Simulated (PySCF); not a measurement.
SnHFBr₂, SMILES [Br][SnH]([F])[Br].

The structure is a stationary point at r2SCAN-D4/def2-SVP. The structure was generated by enumeration; whether it is a known compound was not checked. The def2 effective core potentials stand for the cores of Sn; spin–orbit coupling is left out.

Level of theory: IEF-PCM-PBE0/def2-SVP (PySCF).

The values are the electrostatic part of the solvation free energy, E(continuum) − E(gas) at the gas-phase geometry, in a cavity of scaled van der Waals radii (PySCF's table); cavitation and dispersion terms are not included. A continuum can't describe solvent molecules that bind to the metal. In vacuum the orbital gap is 6.23 eV. The dipole moment in vacuum is 2.40 D.

| solvent | ε | ΔG(elec) (kcal/mol) | dipole (D) | gap (eV) |
|---|---|---|---|---|
| water | 78.36 | -4.5 | 3.20 | 6.37 |
| chlorobenzene | 5.70 | -3.4 | 2.98 | 6.33 |
| cyclohexanone | 15.62 | -4.1 | 3.13 | 6.36 |
